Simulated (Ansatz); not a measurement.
Reaction (isomerisation): `FC1N=C[Se]1` → `N=C=C(F)[SeH]`

Program: Ansatz. Geometries: PBE0-D4/def2-TZVP. ΔE: electronic, gas phase. CBS: MP2 limit from def2 TZ/QZ plus the TZ coupled-cluster correction, frozen cores. DFT in def2-TZVPP. B3LYP here is the variant with VWN-RPA as its local correlation; programs differ in this. For Se outer-core shells are correlated without core-valence functions, which leaves a few kJ/mol of doubt a bond. Scalar relativity is left out up to krypton. Each species was taken in one conformer, which may not be the lowest.

`FC1N=C[Se]1`:

```xyz
7

F     1.732    0.033   -1.031
C     0.424    0.046   -0.759
N     0.001   -0.957    0.180
C    -0.587   -0.195    1.016
Se   -0.251    1.570    0.401
H    -0.154    0.021   -1.685
H    -1.165   -0.518    1.878
```

`N=C=C(F)[SeH]`:

Cartesian coordinates in Å:
```
N 0.993 -0.957 -1.467
C 0.412 -0.193 -0.717
C -0.080 0.687 0.122
F -0.700 1.793 -0.333
Se 0.144 0.460 1.969
H 0.446 -1.744 -1.816
H -1.215 -0.046 2.242
```

| level | ΔE (kcal/mol) | difference from CCSD(T)/CBS |
| --- | --- | --- |
| PBE-D4 | 12.5 | -3.9 |
| r2SCAN-D4 | 12.6 | -3.8 |
| PBE0-D4 | 14.5 | -1.9 |
| B3LYP-D4 | 10.1 | -6.3 |
| ωB97X-V | 15.2 | -1.2 |
| ωB97M-V | 13.6 | -2.8 |
| B2PLYP | 12.7 | -3.7 |
| PBE | 12.1 | -4.3 |
| r2SCAN | 12.6 | -3.8 |
| PBE0 | 14.2 | -2.2 |
| B3LYP | 9.5 | -6.9 |
| HF/def2-TZVPP | 11.5 | -4.9 |
| MP2/def2-TZVPP | 18.0 | 1.6 |
| SCS-MP2/def2-TZVPP | 16.8 | 0.4 |
| CCSD/def2-TZVPP | 15.1 | -1.3 |
| CCSD(T)/def2-TZVPP | 16.0 | -0.4 |
| HF/def2-QZVPP | 11.4 | -5.0 |
| MP2/def2-QZVPP | 18.3 | 1.9 |
| SCS-MP2/def2-QZVPP | 16.9 | 0.5 |
| HF/CBS(def2) | 11.4 | -5.0 |
| MP2/CBS(def2) | 18.4 | 2.0 |
| CCSD/CBS(def2) | 15.5 | -0.9 |
| CCSD(T)/CBS | 16.4 | 0 |

Largest T1 diagnostic among the species: 0.013.

In def2-TZVPP, CCSD(T) changes the Hartree–Fock value by +4.5 kcal/mol (the triples alone add +0.9 kcal/mol) and MP2 by +6.6 kcal/mol. From PBE to PBE0 (25 % exact exchange), in def2-TZVPP and without D4, ΔE moves by +2.1 kcal/mol.
